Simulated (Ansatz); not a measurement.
System: P$_{2}$O$_{2}$ (charge 0, singlet). 
Coordinates optimised at B3LYP-D3(BJ)/def2-TZVP (Ansatz, a first-principles code):
```
O
P 1 1.6600
P 1 1.6600 2 96.45
O 3 1.6600 1 83.55 2 0.00
```
Charge 0, spin multiplicity 1.

Property: vertical electron affinity (to the doublet state of charge -1; a negative value means that the extra electron is unbound and the number depends on the basis; each state is the SCF solution reached for its spin; for the doublet the Hartree-Fock reference is unstable and T1 is 0.023; for the singlet the Hartree-Fock reference is unstable and T1 is 0.015), in eV. Cores are frozen in the correlated levels unless marked. UHF or UKS for open shells. Spin-orbit coupling is left out. Non-relativistic. Anions need diffuse functions: aug- sets have them; def2-D sets add few. CBS marks a two-point X^-3 extrapolation of the correlation energy; Hartree-Fock from the larger set.

```json
[
 {"level": "HF/aug-cc-pV(Q+d)Z", "program": "Ansatz", "vertical electron affinity (eV)": "0.92"},
 {"level": "B3LYP/def2-TZVPD", "program": "Ansatz", "vertical electron affinity (eV)": "0.68"},
 {"level": "PBE0/def2-TZVPD", "program": "Ansatz", "vertical electron affinity (eV)": "0.70"},
 {"level": "wB97M-V/def2-TZVPD", "program": "Ansatz", "vertical electron affinity (eV)": "0.70"},
 {"level": "RI-MP2/aug-cc-pV(T+d)Z", "program": "Ansatz", "vertical electron affinity (eV)": "0.10"},
 {"level": "RI-MP2/CBS(aug-cc-pV(T+d)Z,aug-cc-pV(Q+d)Z)", "program": "Ansatz", "vertical electron affinity (eV)": "0.17"}
]
```
